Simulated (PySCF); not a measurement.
Compound: BF2H5Si2.
Bonds: F1–B2, B2–F3, B2–Si4, Si4–Si5. Hydrogens: H6, H7 on Si4; H8, H9, H10 on Si5.

Method used: EOM-IP-CCSD/aug-cc-pVDZ in PySCF, restricted Hartree–Fock reference, frozen core, non-relativistic, gas phase, PBE0-D3(BJ)/def2-SVP geometry.

Hartree–Fock orbital energies give these Koopmans values (eV): HOMO 11.02, HOMO-1 12.47, HOMO-2 13.00, HOMO-3 13.57, HOMO-4 13.78, HOMO-5 17.89, HOMO-6 18.08, HOMO-7 18.22.

Question: What vertical ionisation energies does EOM-IP-CCSD give?

Answer: 
```
leading hole (HF orbital)  Koopmans (eV)  EOM-IP-CCSD (eV)  change (eV)  one-hole share
                     HOMO          11.02             10.50        -0.52            0.96
                   HOMO-1          12.47             11.58        -0.89            0.95
                   HOMO-2          13.00             12.24        -0.76            0.94
                   HOMO-3          13.57             12.77        -0.80            0.94
                   HOMO-4          13.78             12.99        -0.79            0.94
                   HOMO-5          17.89             15.36        -2.53            0.94
                   HOMO-6          18.08             15.77        -2.31            0.94
                   HOMO-7          18.22             16.39        -1.83            0.89
```

Question: Does the order of the lines follow the orbital energies?

Answer: Yes, no two lines change places. The corrections run from -2.53 to -0.52 eV, with a mean of -1.30 eV over the 8 lines; no line lies above its Koopmans value.

Question: At what kinetic energies would He II light (40.81 eV) eject these electrons?

Answer: 30.31 eV (HOMO), 29.23 eV (HOMO-1), 28.57 eV (HOMO-2), 28.04 eV (HOMO-3), 27.82 eV (HOMO-4), 25.45 eV (HOMO-5), 25.04 eV (HOMO-6), 24.42 eV (HOMO-7).

Question: What total energy has the lowest final state, and which wavelength reaches it?

Answer: E(CCSD) + ionisation energy = -805.21701 + 0.38581 = -804.83120 Eh, at the geometry of the initial state. The threshold wavelength is 1239.84 eV nm/10.50 eV = 118.1 nm.

One root was sought for each valence orbital with −ε under 21 eV, eight at most, so deeper holes and satellites are missing; no vibrational structure.

Conformer computed: `[F:1][B:2]([F:3])[SiH2:4][SiH3:5]`: F1–B2–Si4–Si5 -95°.

One conformer stands for the species.
